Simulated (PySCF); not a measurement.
C2H3O2, charge -1. Atoms are numbered in the order given.

```xyz
7

C     -1.3351    -0.1565    -0.0089
C      0.2059     0.0177     0.0003
O      0.8850    -1.0290    -0.0935
O      0.6052     1.1997     0.1030
H     -1.7554     0.2479     0.9256
H     -1.6240    -1.2119    -0.1156
H     -1.7672     0.4310    -0.8345
```
Charge -1, spin multiplicity 1.

Geometry: PBE0-D3(BJ)/def2-SVPD.

All values below come from PySCF with HF/pcSseg-2.

GIAO shieldings, no solvent; atoms listed in one row are averaged. δ = σ(ref) − σ: ¹³C against TMS (σ = 193.3 ppm); ¹⁷O against H2O (σ = 326.0 ppm); ¹H against TMS (σ = 31.98 ppm), references at their B3LYP-D3(BJ)/def2-TZVP geometries, non-relativistic.

Computed chemical shifts:
| nucleus | atoms | count | δ (ppm) |
|---|---|---|---|
| ¹³C | C2 | 1 | 185.0 |
| ¹³C | C1 | 1 | 29.4 |
| ¹⁷O | O3 | 1 | 320.4 |
| ¹⁷O | O4 | 1 | 296.9 |
| ¹H | H5, H6, H7 | 3 | 1.47 |
